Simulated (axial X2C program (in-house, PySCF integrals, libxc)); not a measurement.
# Correcting the dissociation energy of InC for spin–orbit coupling

A spin-free CCSD(T) curve (one-electron X2C) was computed with an in-house all-electron X2C program for linear molecules (integrals from PySCF), basis In dyall-cv3z [11s12p9d4f1g], C dyall-v3z [7s6p2d1f] (cores contracted in-house), for the state M_S = 3/2, Λ = 0 (beyond evenly filled blocks: σα, π+α, π-α). It gives D0 = 2.662 eV to In + C, which in a spin-free picture are the weighted means of the ground terms.

Correlated methods: 17 electrons correlated (number of frozen shells: In 4 s, 3 p, 1 d; C 1 s), 235 virtual spin orbitals or spinors in MP2, 109 natural virtuals in coupled cluster.

Measured levels of the ground terms (NIST Handbook of Basic Atomic Spectroscopic Data), in cm⁻¹: In 2P: J = 1/2 at 0, J = 3/2 at 2212.6; C 3P: J = 0 at 0, J = 1 at 16.4, J = 2 at 43.4.

The molecular state has Λ = 0, so it has no first-order lowering.

Question: How far does each ground level lie under the (2J+1)-weighted mean of its term?

Answer: In: (2 × 0 + 4 × 2212.6)/6 = 1475 cm⁻¹; C: (1 × 0 + 3 × 16.4 + 5 × 43.4)/9 = 30 cm⁻¹.

Question: Correct D0.

Answer: D0 = 2.662 + (0 − 1505)/8065.5 = 2.475 eV at CCSD(T) with these spin–orbit terms.

Second-order spin–orbit effects in the molecule, which grow quickly with Z, are left out. Occupations by symmetry block were frozen at the best pattern of an incomplete PBE0 search. De is counted from the lowest determinant-based energies of the atoms at the same level, without counterpoise correction. CCSD and (T) use frozen natural virtuals with an MP2 correction for the truncation; (T) itself is uncorrected, so its De runs slightly low.
